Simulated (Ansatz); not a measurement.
`O[SiH](O)[SiH2]Cl` + H₂ → `O[SiH](O)[SiH3]` + HCl  (hydrogenolysis of the Si–Cl bond)

Program: Ansatz. Geometries: PBE0-D4/def2-TZVP. ΔE: electronic, gas phase. CCSD(T)/CBS adds triple-zeta CCSD(T) − MP2 to the extrapolated MP2 energy (def2 sets, frozen cores). This one scheme is used for every species. DFT in def2-TZVPP. One conformer a species, not always the lowest.

| level | ΔE (kJ/mol) |
| --- | --- |
| PBE-D4 | 66.8 |
| ωB97X-V | 66.6 |

Q: What does CCSD(T)/CBS give? (Best estimate.)

A: Ansatz gave: +69.0 kJ/mol. The listed levels differ from it by -2.2, -2.4 kJ/mol.

Largest T1 diagnostic among the species: 0.013.

The D4 term adds +8.2 kJ/mol with B3LYP and +4.5 kJ/mol with PBE0; it sums over pairs of atoms, weighted by their polarisabilities, and B3LYP, whose exchange is more repulsive, gets the larger term.

B3LYP here is the variant with VWN-RPA as its local correlation; programs differ in this.
